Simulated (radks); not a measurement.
Hf33+, configuration [Kr] 4d3.

All-electron calculation, scalar-relativistic Kohn-Sham, BLYP, spin-polarised, spherical densities, finite nucleus; open shells are filled with parallel spins first (spin-orbit coupling, left out, can overturn this in heavy ions); Fermi nuclear charge, rms radius 5.347 fm. Program: a radial shooting solver on a logarithmic mesh with Libxc functionals.

Energy parts (eV):
total: -394066.56
kinetic: 433245.63
electron-nucleus: -917447.03
Hartree: 97121.29
exchange-correlation: -6986.45

Orbitals (lengths in bohr, moments of r in powers of bohr; <r^-3> diverges for s and p1/2; r(max) is where P^2 peaks):
| orbital | occ. | eigenvalue (eV) | r(max) | <r^-3> |
|---|---|---|---|---|
| 1s up | 1 | -66588.40 | 0.01190 | - |
| 1s down | 1 | -66588.35 | 0.01190 | - |
| 2s up | 1 | -12485.80 | 0.06807 | - |
| 2s down | 1 | -12482.67 | 0.06806 | - |
| 2p up | 3 | -11127.08 | 0.05567 | 17780 |
| 2p down | 3 | -11124.55 | 0.05566 | 17790 |
| 3s up | 1 | -3834.263 | 0.1915 | - |
| 3s down | 1 | -3832.668 | 0.1915 | - |
| 3p up | 3 | -3427.704 | 0.1889 | 4006 |
| 3p down | 3 | -3425.934 | 0.1889 | 4007 |
| 3d up | 5 | -2953.998 | 0.1536 | 521.9 |
| 3d down | 5 | -2951.371 | 0.1537 | 521.7 |
| 4s up | 1 | -1665.717 | 0.4164 | - |
| 4s down | 1 | -1657.268 | 0.4162 | - |
| 4p up | 3 | -1517.232 | 0.4291 | 1206 |
| 4p down | 3 | -1508.875 | 0.4290 | 1204 |
| 4d up | 3 | -1334.290 | 0.4251 | 150.8 |
| 4d down | 0 | -1325.992 | 0.4250 | 150.8 |

The highest occupied level is 4d up at -1334.3 eV. For comparison, the ionisation energy in NIST's Atomic Spectra Database is 1362 eV (theoretical). In exact Kohn-Sham theory the highest level is minus the ionisation energy, but local and semilocal functionals leave it too shallow, through self-interaction and a potential that decays too fast; potentials with the right tail come closer.
